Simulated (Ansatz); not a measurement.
Species: GeNH$_{2}$Br, charge 0, singlet. GeNH2Br (SMILES [NH2][Ge][Br]).
B3LYP-D3(BJ)/def2-TZVP minimum from Ansatz (a program for electronic structure):
```
N
H 1 1.0097
H 1 1.0099 2 113.23
Ge 1 1.8236 2 122.11 3 180.00
Br 4 2.4011 1 96.11 2 -180.00
```
Charge 0, spin multiplicity 1.

Total energies in hartree (Ansatz). Radicals and triplets start from unrestricted determinants; spin-orbit coupling is neglected. Correlated methods leave the cores frozen (noble-gas shells, and filled d and f shells in the p block). No relativity. Where a partner has so few electrons that a lower coupled-cluster level is exact, that level stands in. Spin-orbit terms, left out, reach several kcal/mol for Br and I, and more for heavier atoms.

| species | HF/cc-pVTZ | CCSD(T)/cc-pVTZ | HF/cc-pVQZ | CCSD(T)/cc-pVQZ | CCSDT(Q)/cc-pVTZ |
|---|---|---|---|---|---|
| 1: GeNH2Br (SMILES [NH2][Ge][Br]) | -4703.57357 | -4704.09299 | -4703.58432 | -4704.14292 | -4704.09512 |
| 2: Ge (triplet) | -2075.36107 | -2075.42794 | -2075.36359 | -2075.43284 | -2075.42848 |
| 3: Br (doublet) | -2572.44509 | -2572.60263 | -2572.44802 | -2572.62195 | -2572.60328 |
| 4: N (quartet) | -54.40069 | -54.51471 | -54.40372 | -54.52482 | -54.51507 |
| 5: H (doublet) | -0.49981 | -0.49981 | -0.49995 | -0.49995 | -0.49981 |

**Question.** Work out the atomisation energy (electronic, to ground-state atoms) in kJ/mol: take Hartree-Fock from cc-pVQZ, extrapolate the CCSD(T) correlation energy as X^-3 (X = 3, 4), and add CCSDT(Q) - CCSD(T) in cc-pVTZ. 1 hartree = 2625.5 kJ/mol.

**Answer.** 
Species 1: correlation (64·(-0.55860) - 27·(-0.51942))/37 = -0.58719; step -0.00213; E1 = -4703.58432 + (-0.58719) + (-0.00213) = -4704.17364
Species 2: correlation (64·(-0.06925) - 27·(-0.06687))/37 = -0.07099; step -0.00054; E2 = -2075.36359 + (-0.07099) + (-0.00054) = -2075.43512
Species 3: correlation (64·(-0.17393) - 27·(-0.15754))/37 = -0.18589; step -0.00065; E3 = -2572.44802 + (-0.18589) + (-0.00065) = -2572.63456
Species 4: correlation (64·(-0.12110) - 27·(-0.11402))/37 = -0.12627; step -0.00036; E4 = -54.40372 + (-0.12627) + (-0.00036) = -54.53035
Species 5: correlation (64·(0.00000) - 27·(0.00000))/37 = 0.00000; step +0.00000; E5 = -0.49995 + (0.00000) + (+0.00000) = -0.49995
-1·E1 +1·E2 +1·E3 +1·E4 +2·E5 = 0.57371 hartree = 1506.3 kJ/mol.
